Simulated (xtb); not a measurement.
Si(Cl)(Me)(OH)2 (CH5ClO2Si), SMILES C[Si](O)(O)Cl. All values are semi-empirical tight-binding results from xtb (GFN2-xTB unless named), good for trends rather than for accurate numbers. Coordinates come from a GFN2-xTB optimisation. One conformer was computed; it need not be the lowest.

- orbital gap = 7.82 eV
- dipole moment = 2.14 D
- zero-point energy = 41.2 kcal/mol
- G − E(el) at 298.15 K (modified RRHO) = 20.9 kcal/mol
- static polarisability (D4 model) = 69.3 bohr³
- solvation energy, GFN2-xTB/ALPB(water) = -9.6 kcal/mol
- solvation energy, GFN2-xTB/ALPB(acetonitrile) = -9.2 kcal/mol
